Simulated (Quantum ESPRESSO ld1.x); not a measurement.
All-electron atom: the carbon ion C3+ in [He] 2s0.5 2p0.5 (fractional occupations, a model configuration). All-electron calculation, Dirac Kohn-Sham, PW91, spin-unpolarised, spherical densities, point nucleus; open shells fill j = l - 1/2 first. Program: ld1.x of Quantum ESPRESSO 7.5.

Normalised radial functions P(r) = r R(r) (large component), r in bohr:

```
   r/bohr * 2s1/2 (the largest magnitude, 0.931, reaches the edge; | marks zero)
 0.009207                             | *
  0.01125                             | *
  0.01374                             |  *
  0.01678                             |  *
  0.02049                             |   *
  0.02503                             |    *
  0.03057                             |     *
  0.03704                             |      *
  0.04524                             |       *
  0.05526                             |        *
  0.06749                             |         *
  0.08243                             |          *
   0.1007                             |           *
    0.123                             |            *
    0.149                             |            *
    0.182                             |           *
   0.2223                             |         *
   0.2715                             |      *
   0.3316                             |  *
    0.405                          *  |
   0.4947                    *        |
   0.5994              *              |
   0.7322        *                    |
   0.8943   *                         |
    1.092  *                          |
    1.334    *                        |
    1.629         *                   |
     1.99               *             |
    2.411                    *        |
    2.945                         *   |
    3.598                           * |
    4.394                             *
```

2s1/2: eigenvalue -55.732 eV, 1 radial node at r = 0.370 bohr, <r> = 1.29 bohr, 90 % of the charge inside 1.98 bohr.
